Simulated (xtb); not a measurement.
ClI, charge -1, doublet, from a rough starting geometry (a state made from the parent by changing its charge; the spin is typed, not shown lowest); xtb with GFN2-xTB.

Input for xtb:
```
$ xtb mol.xyz --gfn 2 --chrg -1 --uhf 1 --opt vtight --json

# file mol.xyz
2

Cl     1.15197856    -0.03160438     0.00602490
I     -1.17176948    -0.03780034     0.01121405
```

Output, abridged:

```
   ID    Z sym.   atoms
    1   17 Cl     1
    2   53 I      2

           -------------------------------------------------
          |                Calculation Setup                |
           -------------------------------------------------

           -------------------------------------------------
          |                 G F N 2 - x T B                 |
           -------------------------------------------------

          ...................................................
          :                      SETUP                      :
          :.................................................:
          :  # basis functions                  20          :
          :  # atomic orbitals                  18          :
          :  # shells                            6          :
          :  # electrons                        15          :
          :  max. iterations                   250          :
          :  Hamiltonian                  GFN2-xTB          :
          :  restarted?                      false          :
          :  GBSA solvation                  false          :
          :  PC potential                    false          :
          :  electronic temp.          300.0000000     K    :
          :  accuracy                    1.0000000          :
          :  -> integral cutoff          0.2500000E+02      :
          :  -> integral neglect         0.1000000E-07      :
          :  -> SCF convergence          0.1000000E-05 Eh   :
          :  -> wf. convergence          0.1000000E-03 e    :
          :  Broyden damping             0.4000000          :
          :  net charge                         -1          :
          :  unpaired electrons                  1          :
          ...................................................

 iter      E             dE          RMSdq      gap      omega  full diag
   1     -8.5327854 -0.853279E+01  0.270E+01    6.38       0.0  T
   2     -8.5530089 -0.202235E-01  0.985E+00    7.85       1.0  T
   3     -8.5552149 -0.220602E-02  0.361E+00    8.47       1.0  T
   4     -8.5558551 -0.640202E-03  0.927E-01    8.57       1.0  T
   5     -8.5558889 -0.338139E-04  0.604E-01    8.69       1.0  T
   6     -8.5559178 -0.288661E-04  0.135E-01    8.64       1.0  T
   7     -8.5559286 -0.108661E-04  0.602E-02    8.63       1.2  T
   8     -8.5559318 -0.318771E-05  0.350E-02    8.62       2.0  T
   9     -8.5559331 -0.131564E-05  0.340E-03    8.62      20.8  T
[...]
         :: total energy              -8.553772313691 Eh    ::
 * total energy  :    -8.5537723 Eh     change       -0.4263256E-13 Eh
 * total energy  :    -8.6095570 Eh     change       -0.5578472E-01 Eh
 * total energy  :    -8.6099592 Eh     change       -0.4022047E-03 Eh
 * total energy  :    -8.6102639 Eh     change       -0.3047023E-03 Eh
 * total energy  :    -8.6102764 Eh     change       -0.1242653E-04 Eh
 * total energy  :    -8.6102772 Eh     change       -0.8422262E-06 Eh
 * total energy  :    -8.6102772 Eh     change       -0.1431296E-08 Eh
   *** GEOMETRY OPTIMIZATION CONVERGED AFTER 7 ITERATIONS ***
         :: total energy              -8.610277208018 Eh    ::
[...]
        12                          0.2592652               7.0550
        13                          0.2615065               7.1160
        14                          0.2684650               7.3053
        15                          0.2684650               7.3053
        16                          0.2703645               7.3570
        17                          0.2703645               7.3570
        18                          0.3377616               9.1910
      -------------------------------------------------------------
                  HL-Gap            0.4358020 Eh           11.8588 eV
             Fermi-level           -0.0746089 Eh           -2.0302 eV

     #   Z          covCN         q      C6AA      α(0)
     1  17 Cl       0.540    -0.562   115.975    16.453
     2  53 I        0.540    -0.438   399.295    34.518

 Mol. C6AA /au·bohr⁶  :        943.258004
 Mol. C8AA /au·bohr⁸  :      68008.747349
 Mol. α(0) /au        :         50.971245

Wiberg/Mayer (AO) data.
largest (>0.10) Wiberg bond orders for each atom

 ---------------------------------------------------------------------------
     #   Z sym  total        # sym  WBO       # sym  WBO       # sym  WBO
 ---------------------------------------------------------------------------
     1  17 Cl   0.526 --     2 I    0.526
     2  53 I    0.526 --     1 Cl   0.526
 ---------------------------------------------------------------------------

Topologies differ in total number of bonds
Writing topology from bond orders to xtbtopo.mol

molecular dipole:
                 x           y           z       tot (Debye)
 q only:       -0.334       0.065      -0.016
   full:        0.088       0.066      -0.016       0.283
molecular quadrupole (traceless):
                xx          xy          yy          xz          yz          zz
 q only:       -8.078       0.000       4.036       0.019       0.002       4.042
  q+dip:      -10.755      -0.052       5.375       0.038       0.002       5.381
   full:       -9.346      -0.046       4.670       0.033       0.002       4.676

optimized geometry written to: xtbopt.xyz

           -------------------------------------------------
          | TOTAL ENERGY               -8.610277208018 Eh   |
          | GRADIENT NORM               0.000000270537 Eh/α |
          | HOMO-LUMO GAP              11.858774968557 eV   |
           -------------------------------------------------

normal termination of xtb
```
